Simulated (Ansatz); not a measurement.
Reaction (cleavage of the Si–Al bond): `[F][Al]([SiH3])[SH]` + `NBF` → `FBN[SiH3]` + `[F][AlH][SH]`

Computed with Ansatz on PBE0-D4/def2-TZVP structures; ΔE is electronic, products minus reactants. CCSD(T)/CBS adds triple-zeta CCSD(T) − MP2 to the extrapolated MP2 energy (def2 sets, frozen cores). This one scheme is used for every species. DFT in def2-TZVPP. B3LYP here is the variant with VWN-RPA as its local correlation; programs differ in this. HSE06 is defined as in plane-wave codes. One conformer a species, not always the lowest.

`[F][Al]([SiH3])[SH]`:

Cartesian coordinates in Å:
```
F -1.231 -1.917 0.561
Al -0.790 -0.385 0.128
Si 1.566 0.198 -0.096
S -2.406 1.032 -0.219
H 2.212 -0.639 -1.144
H 1.716 1.629 -0.475
H 2.284 -0.030 1.188
H -3.350 0.113 0.057
```

`NBF`:

Z-matrix (Å, degrees):
```
N
B 1 1.389
H 1 1.006 2 122.9
H 1 1.004 2 122.4 3 -180.0
F 2 1.337 1 119.2 3 0.0
H 2 1.196 1 121.8 3 -180.0
```

`FBN[SiH3]`:

Z-matrix (Å, degrees):
```
Si
N 1 1.749
H 1 1.483 2 111.0
H 1 1.485 2 106.5 3 119.3
H 1 1.483 2 111.0 3 -121.4
B 2 1.400 1 126.3 3 60.8
H 2 1.008 1 117.2 3 -119.3
F 6 1.338 2 118.2 1 -0.1
H 6 1.196 2 123.2 1 179.9
```

`[F][AlH][SH]`:

Z-matrix (Å, degrees):
```
Al
F 1 1.645
S 1 2.169 2 116.3
H 1 1.569 2 119.8 3 -180.0
H 3 1.345 1 91.6 2 179.9
```

Is it downhill or uphill in electronic energy at CCSD(T)/CBS, and by how much? (Estimate.)

Ansatz gave: Downhill: ΔE = -32.7 kJ/mol.

What do these levels give: revPBE-D4, r2SCAN0-D4, revPBE, B3LYP, r2SCANh, r2SCAN0, HSE06, RPA@PBE/def2-TZVPP, HF/def2-SVP, HF/def2-TZVPP, HF/def2-QZVPP, CCSD/CBS(def2)? (Estimate.)

Computed: revPBE-D4 -14.7, r2SCAN0-D4 -27.5, revPBE -7.2, B3LYP -27.3, r2SCANh -25.9, r2SCAN0 -27.4, HSE06 -15.1, RPA@PBE/def2-TZVPP -33.9, HF/def2-SVP -39.0, HF/def2-TZVPP -46.8, HF/def2-QZVPP -48.6, CCSD/CBS(def2) -34.5 kJ/mol.

What do rigid-rotor, harmonic-oscillator terms from PBE0-D4/def2-TZVP frequencies (298.15 K, 1 bar) make of the CCSD(T)/CBS value? (An estimate is asked.)

Computed: ΔZPE = -6.5 kJ/mol, ΔH = -41.1 kJ/mol, ΔS = -13 J/(mol·K), ΔG = -37.2 kJ/mol. Modes under 50 cm⁻¹ make the entropy rough.

Largest T1 diagnostic among the species: 0.013.

From BLYP to BHLYP (50 % exact exchange), in def2-TZVPP and without D4, ΔE moves by −13.7 kJ/mol. In def2-TZVPP, CCSD(T) changes the Hartree–Fock value by +15.2 kJ/mol (the triples alone add +1.9 kJ/mol) and MP2 by +6.8 kJ/mol. Leaving LDA and LC-ωPBE aside and taking each functional with its dispersion term where it has one, the values, not all of them listed here, spread over 26.6 kJ/mol, from ωB97M-V to PBE-D4. LDA lies −3.6 kJ/mol from PBE without D4.
